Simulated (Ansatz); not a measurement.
Calculated with Ansatz (gas phase, PBE0-D4/def2-TZVP geometries, no zero-point term in ΔE). CCSD(T)/CBS adds triple-zeta CCSD(T) − MP2 to the extrapolated MP2 energy (def2 sets, frozen cores). This one scheme is used for every species. Double bonds are as drawn, so ΔE can hold a change between cis and trans. DFT in def2-TZVPP. B3LYP here is the variant with VWN-RPA as its local correlation; programs differ in this. Each species was taken in one conformer, which may not be the lowest.

`N[SiH2]/C=C/[SiH3]` → `N/C=C/[SiH3]` + `[SiH2]`  (silylene formation by 1,1-elimination)

| level | ΔE (kcal/mol) |
| --- | --- |
| B97M-V | 71.4 |
| PBE0-D4 | 74.3 |
| B3LYP-D4 | 72.2 |
| r2SCANh-D4 | 77.2 |
| r2SCAN0-D4 | 77.9 |
| MP2/def2-SVP | 71.5 |
| CCSD(T)/def2-SVP | 66.3 |
| SCS-MP2/def2-QZVPP | 77.3 |

Question: What does CCSD(T)/CBS give? (An estimate is asked.)

Answer: Ansatz gave: +75.8 kcal/mol. The listed levels differ from it by -4.4, -1.5, -3.6, 1.4, 2.1, -4.3, -9.5, 1.5 kcal/mol.

Question: What do rigid-rotor, harmonic-oscillator terms from PBE0-D4/def2-TZVP frequencies (298.15 K, 1 bar) make of the CCSD(T)/CBS value? (Best estimate.)

Answer: Computed: ΔZPE = -2.5 kcal/mol, ΔH = +73.9 kcal/mol, ΔS = 140 J/(mol·K), ΔG = +63.9 kcal/mol.

Largest T1 diagnostic among the species: 0.014.

From PBE to PBE0 (25 % exact exchange), in def2-TZVPP and without D4, ΔE moves by +3.3 kcal/mol. In def2-TZVPP, CCSD(T) changes the Hartree–Fock value by +2.9 kcal/mol (the triples alone add +0.8 kcal/mol) and MP2 by +7.9 kcal/mol.

CCSD(T)/CBS has its own doubt, a few kJ/mol and more with outer-core shells, so smaller differences from it don't rank the levels.
